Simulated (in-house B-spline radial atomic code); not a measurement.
# F2+: [He] 2p5 (with a hole in an inner shell)

Level of theory: Dirac-Kohn-Sham relativistic LDA, spherical fractional occupations, Fermi nucleus of rms radius 2.8976 fm; calculated with an all-electron radial atomic-structure program (B-spline basis).

Z_r = [3n² - l(l+1)]/(2<r>); Z_e = n√(-2ε); the last column is Slater's effective charge. Values are occupation-weighted means over j.

```tsv
shell	electrons	ε (eV)	<r> (bohr)	Z_r	Z_e	Slater
1s	2	-703.58	0.1771	8.47	7.19	8.70
2p	5	-48.54	0.9066	5.51	3.78	5.90
```

The least bound orbital is 2p3/2 at -48.51 eV, and it is also the most diffuse (<r> = 0.9071 bohr).

Spin-orbit splittings of the orbital energies (j = l + 1/2 above j = l - 1/2 when positive): 2p 0.08464 eV.

For the 1s electron the small component carries 0.0981 % of the norm, the zero-frequency Breit interaction raises the level by 0.2567 eV, self-energy by 0.09796 eV, and vacuum polarisation lowers it by 0.005021 eV.
